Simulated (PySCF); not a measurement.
Compound: C6H8F4.
Z-matrix (Å and degrees, PBE0-D3(BJ)/def2-SVP geometry), rows numbered from 1:
```
C 
C   1  1.5090
F   2  1.3752  1  108.42
C   2  1.5369  1  115.16  3  -129.22
C   4  1.5387  2   87.98  1   -98.90
C   5  1.5022  4  117.80  2  -139.46
F   6  1.3370  5  111.35  4   -67.34
F   6  1.3375  5  111.28  4   172.70
F   6  1.3381  5  111.85  4    52.67
C   2  1.5370  1  115.05  3   129.28
H   1  1.0999  2  111.13  3   179.90
H   1  1.1001  2  110.06  3    59.75
H   1  1.1000  2  110.04  3   -59.93
H   4  1.0994  2  109.28  1   149.67
H   4  1.0989  2  118.51  1    22.83
H   5  1.0998  4  112.46  2    95.49
H  10  1.0992  2  109.47  1  -149.53
H  10  1.0989  2  118.40  1   -22.54
```

Theory: PySCF 2.14.0, density-fitted response routines, TDDFT B3LYP/def2-SVPD, vertical, gas phase, core orbitals frozen in the response.

Computed states:

```
state  E (eV)       f
   S1    8.15   0.050
   S2    8.31   0.012
   S3    8.80  0.0066
   S4    8.93   0.013
   S5    9.00   0.032
   S6    9.11  0.0051
   S7    9.14  0.0004
   S8    9.20   0.010
   S9    9.27  0.0000
  S10    9.40  0.0076
```

Each state is given a Gaussian of 0.3 eV full width at half maximum, with ε(max) = 2.175×10⁸ f / Δν̃ (Δν̃ the width in cm⁻¹). The width is an assumption, not a result. The curve ends short of the highest state used, and states not computed would add to its high-energy end.

Q: Give the broadened spectrum and its maxima.

A: 
E (eV), ε (L mol⁻¹ cm⁻¹) and a bar:
```
     7.70          9 
     7.75         32 
     7.80        103 #
     7.84        233 #
     7.89        563 ###
     7.94       1169 #######
     7.99       2087 ############
     8.04       3211 ###################
     8.08       4080 ########################
     8.13       4846 #############################
     8.18       5024 ##############################
     8.23       4587 ###########################
     8.27       3918 #######################
     8.32       2920 #################
     8.37       1973 ############
     8.42       1217 #######
     8.47        697 ####
     8.51        445 ###
     8.56        310 ##
     8.61        355 ##
     8.66        572 ###
     8.70        877 #####
     8.75       1435 #########
     8.80       2185 #############
```

Maxima: 152 nm (8.17 eV), ε about 5000, made up of S1 (88%) and S2 (12%) (ε in L mol⁻¹ cm⁻¹; maxima over ε = 5, shares over 10%). At its high-energy end, 8.80 eV, the curve is still rising (ε about 2200, from S3, S4 and S5).

Q: What would ε be at 8.17 eV, the highest of these maxima, with half the width (0.15 eV)?

A: About 8790 L mol⁻¹ cm⁻¹ against 5040, a factor of about 1.7; a lone state at its own centre would give exactly 2.

Q: Coming from long wavelengths, where does ε first pass 100 L mol⁻¹ cm⁻¹?

A: At about 159 nm (7.80 eV), 0.35 eV below S1.

The vertical ionisation energy (ΔSCF) is 11.16 eV, 1.76 eV above S10.

One conformer stands for the species.
